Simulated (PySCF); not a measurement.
## Magnetic susceptibility: `OCC[C@@H](F)Br`, C$_{3}$H$_{6}$BrFO

Geometry:
```tsv
atom	x (Å)	y (Å)	z (Å)
O1	1.956	-1.128	-0.292
C2	1.077	-0.155	0.198
C3	-0.353	-0.391	-0.274
C4	-1.377	0.546	0.312
F5	-1.345	0.501	1.663
Br6	-1.079	2.401	-0.259
H7	2.073	-0.980	-1.236
H8	1.393	0.871	-0.068
H9	1.105	-0.221	1.296
H10	-0.415	-0.329	-1.373
H11	-0.649	-1.415	0.009
H12	-2.398	0.322	-0.027
```

Theory: GIAO CAM-B3LYP/pcSseg-1 magnetisability, rotational g tensor and spin-rotation constants, non-relativistic, gas phase (PySCF). Geometry: PBE0-D3(BJ)/def2-SVP.

The calculation is non-relativistic, which matters for the atoms heavier than Zn.

**Question.** How diamagnetic is it, and how anisotropic?

**Answer.** Isotropic -1212 × 10⁻³⁰ J/T², or -73.0 × 10⁻⁶ cm³/mol; principal values -1287, -1233, -1116 × 10⁻³⁰ J/T², anisotropy 151 × 10⁻³⁰ J/T² (root of half the summed squared differences of the principal values). The susceptibility is in cgs units.

**Question.** Split it along the inertial axes a, b, c into diamagnetic and paramagnetic parts about the centre of mass, with the quadrupole moment.

**Answer.** 
| axis | χ (10⁻⁶ cm³/mol) | diamagnetic (10⁻⁶ cm³/mol) | paramagnetic (10⁻⁶ cm³/mol) | summed x² of all electrons (Å²) | quadrupole Θ (D Å) |
| --- | --- | --- | --- | --- | --- |
| a | -75.7 | -388.4 | 312.7 | 219.3 | -9.38 |
| b | -73.3 | -1042.9 | 969.5 | 65.0 | +4.83 |
| c | -70.0 | -1205.9 | 1136.0 | 26.6 | +4.55 |

Anisotropies 2χaa − χbb − χcc = -8.0 and 2χbb − χaa − χcc = -1.0 × 10⁻⁶ cm³/mol. Θ is traceless in Buckingham's convention.

**Question.** And the rotational g tensor?

**Answer.** 
| axis | rotational constant (GHz) | g | nuclear part | electronic part |
| --- | --- | --- | --- | --- |
| a | 3.7686 | -0.0123 | 0.5414 | -0.5537 |
| b | 1.1649 | -0.0097 | 0.5209 | -0.5306 |
| c | 0.9777 | -0.0096 | 0.5122 | -0.5218 |

Asymmetric top; isotopes 79Br, 12C, 19F, 1H, 16O; no vibrational averaging.
